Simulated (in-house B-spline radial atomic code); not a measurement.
How numerical settings move a run on Ge+, [Ar] 3d10 4s2 4p1. Computed with a B-spline radial code for spherical atoms: Dirac-Kohn-Sham LDA VWN5, spherical fractional occupations, Fermi nucleus of rms radius 4.0742 fm.

Command:
```bash
python run_scf.py task.json out
```
Settings of the sound reference run:
```
Z                32
electrons        31
configuration    [Ar] 3d10 4s2 4p1
hamiltonian      dirac
method           lda,vwn
spin_polarised   False
nucleus          fermi
rms_radius       4.0742
mass_number      74
atomic_mass      73.92118
speed_of_light   137.036
knot_spacing     0.22
spline_order     8
gauss_points     12
box_radius       35.29
max_iterations   70
damping          0.5
damped_steps     3
diis_vectors     10
tolerance        1e-08
start            Thomas-Fermi
```

Cost of the run: 1.7 s on 1 thread of Arm Neoverse N1 (shared host).

It converges in 9 iterations to -2095.718439 hartree, with 4p3/2 at -11.3858 eV. The other runs change the listed settings, some to values that make no sense; their results aren't properties of the atom or ion. Radii are in bohr (the nuclear one in fm), a minus after a letter asks for a j subshell, and «unchanged» means within 1e-8 hartree. The run stops when the residual is below 10 × tolerance × max(1, Z/10), or a noise floor if that is larger, and the energy moves by less than 1e-8 × √|E| hartree; so very loose and very tight tolerances often act alike.

```tsv
changed settings	outcome
box_radius = 141.16	converged in 9 iterations, energy unchanged
damped_steps = 1	converged in 9 iterations, energy unchanged, 4p3/2 level +7.6e-06 eV
spline_order = 6, box_radius = 5.29, first_knot = 3.13e-06, max_iterations = 50	converged in 9 iterations, energy +2.12e-02 hartree from the reference, 4p3/2 level +8.4e-01 eV (the program warns: 4p3/2 reaches the box edge; 3d3/2 reaches the box edge)
max_iterations = 2, damped_steps = 8, diis_vectors = 0	not converged after 2 iterations, last residual 1.4e-01, last energy +4.20e-01 hartree from the reference
method = revtpss,revtpss	stopped with error: meta-GGAs are not served with the Dirac Hamiltonian
start = bare nucleus	converged in 11 iterations, energy unchanged, 4p3/2 level +8.1e-06 eV
damped_steps = 8	converged in 12 iterations, energy unchanged, 4p3/2 level +9.2e-06 eV
box_radius = 1.41	converged in 8 iterations, energy +2.74e+01 hartree from the reference, 4p3/2 level +2.3e+02 eV (the program warns: 4p3/2 has a positive eigenvalue: unbound, held by the box; 3d3/2 has a positive eigenvalue: unbound, held by the box)
box_radius = 5.29	converged in 9 iterations, energy +2.06e-02 hartree from the reference, 4p3/2 level +8.2e-01 eV (the program warns: 4p3/2 reaches the box edge; 3d3/2 reaches the box edge)
damped_steps = 30	converged in 16 iterations, energy unchanged, 4p3/2 level +1.0e-05 eV
box_radius = 3.53	converged in 9 iterations, energy +3.43e-01 hartree from the reference, 4p3/2 level +7.4e+00 eV (the program warns: 4p3/2 reaches the box edge; 3p1/2 reaches the box edge)
knot_spacing = 0.55, gauss_points = 8, max_iterations = 50, diis_vectors = 20	converged in 10 iterations, energy +4.00e-02 hartree from the reference, 4p3/2 level -2.5e-03 eV
box_radius = 2.12	converged in 9 iterations, energy +4.60e+00 hartree from the reference, 4p3/2 level +5.7e+01 eV (the program warns: 4p3/2 has a positive eigenvalue: unbound, held by the box; 4s1/2 has a positive eigenvalue: unbound, held by the box)
```

(1) What happens with damped_steps = 0?

(2) What happens with spline_order = 5, max_iterations = 50, tolerance = 0.001?

(3) What happens with knot_spacing = 1.4, spline_order = 5, gauss_points = 4, max_iterations = 50, damping = 0.2?

(4) What happens with electrons = 32, configuration = [Ar] 3d10 4s2 4p1 5s-1, max_iterations = 60?

## Answers

(1) Converged in 8 iterations, energy unchanged, 4p3/2 level +6.7e-06 eV.

(2) Converged in 8 iterations, energy +2.13e-05 hartree from the reference, 4p3/2 level +2.2e-05 eV.

(3) Converged in 9 iterations, energy +2.18e+01 hartree from the reference, 4p3/2 level -1.5e+00 eV.

(4) Stopped with error: j subshells need the Dirac Hamiltonian and l > 0.
